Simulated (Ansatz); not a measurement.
Mulliken charges of Cl2H4N2Ti (`[NH2][Ti]([NH2])([Cl])[Cl]`) from B3LYP/def2-TZVPP in Ansatz (PBE0-D4/def2-TZVP geometry).

```tsv
atom	x (Å)	y (Å)	z (Å)	charge (e)
N1	-1.163	0.889	-0.536	-0.443
Ti2	0.402	-0.107	-0.456	0.846
N3	0.513	-0.720	1.287	-0.472
Cl4	0.248	-1.817	-1.847	-0.271
Cl5	2.124	1.204	-0.905	-0.271
H6	-1.808	1.054	0.221	0.155
H7	-1.474	1.347	-1.384	0.144
H8	1.048	-0.263	2.015	0.155
H9	0.199	-1.633	1.587	0.155
```

Question: By hand: the dipole of these point charges (1 e Å = 4.8032 D).

Answer: Σ q r = (-0.329, 0.085, 0.383) e Å, of length 0.512 e Å = 2.46 D.

Question: How does the dipole of the full density compare? (An estimate is asked.)

Answer: Ansatz gave: (-0.435, 0.095, 0.562) e Å, 3.44 D; the point charges give 0.72 times that, at 3° from its direction.

Point charges leave out the atoms' own dipoles, such as those of lone pairs, and Mulliken's split depends on the basis, so the two needn't agree.

B3LYP here is the variant with VWN-RPA as its local correlation; programs differ in this.
